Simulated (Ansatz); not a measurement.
Saddle point of GeH5SBr, closed shell (GeH₄S ([SH][GeH3]) + HBr → GeH₃Br ([GeH3][Br]) + H₂S; bonds formed: Ge1–Br7, S2–H6; bonds broken: Ge1–S2, H6–Br7), PBE0-D4/def2-TZVP structure:

Ge1  (-0.815, 0.477, -0.228)
S2  (0.529, -1.352, 0.902)
H3  (-0.677, 0.910, -1.689)
H4  (-1.221, 1.475, 0.853)
H5  (-1.923, -0.620, -0.262)
H6  (1.580, -0.443, 0.761)
Br7  (1.725, 1.509, -0.071)
H8  (0.802, -1.957, -0.267)
(Å)

Energies are electronic, without zero-point energy. Barriers and step energies count from the start structure reached by relaxing down the imaginary mode; all methods use the PBE0-D4 structures, on which another method's saddle can fall below an end. Computed with Ansatz 0.2.0 (basis: def2-TZVPP, with def2-QZVPP for the basis limit); correlated methods freeze the cores. Filled d shells of the heavier atoms are correlated. The def2 sets are not built for correlating such inner shells, so the correlated values are less sure here. B3LYP uses VWN-RPA correlation. Extrapolation: Hartree–Fock as exp(−7.88 √X), correlation as X^−2.97.

```tsv
method	barrier (eV)	step energy (eV)
SPW92	0.841	-0.129
PBE-D4	0.943	-0.215
BLYP-D4	1.000	-0.255
r2SCAN-D4	1.038	-0.269
B97M-V	1.160	-0.315
PBE0-D4	1.063	-0.272
B3LYP-D4	1.099	-0.301
r2SCAN0-D4	?	-0.308
BHLYP-D4	?	-0.375
CAM-B3LYP-D4	1.216	-0.324
wB97X-V	1.217	-0.349
wB97M-V	?	-0.351
B2PLYP	1.200	-0.319
PBE-QIDH	1.186	-0.310
RPA on PBE	1.266	-0.340
HF	1.486	-0.528
MP2	1.264	-0.303
CCSD	1.345	-0.357
CCSD(T)	1.282	-0.323
```

Problem. Fill in the withheld barriers. (An estimate is asked for; the value comes from the calculation.)

Solution. By the calculation: BHLYP-D4 1.208; r2SCAN0-D4 1.117; wB97M-V 1.158 eV. Each is the energy of the saddle less that of the start structure, by the same method.

For comparison, the barrier by CCSD(T) at an estimated basis limit (MP2 extrapolated from triple and quadruple zeta, plus CCSD(T) − MP2 in triple zeta) is 1.230 eV.

T1 diagnostic: at most 0.012.

Labels in which every atom is bracketed show which atoms are joined, not bond orders.

For scale, one of the runs: CCSD(T)/def2-TZVPP, 208 basis functions, launched by `ansatz run in.yaml --threads 4 --pin off --events-out ev --progress --plain --max-ram 9574MiB`. The run took 2.1 min on 4 CPU threads of an Arm Neoverse V1 (shared host), with 2.7 GiB of host memory at its peak.
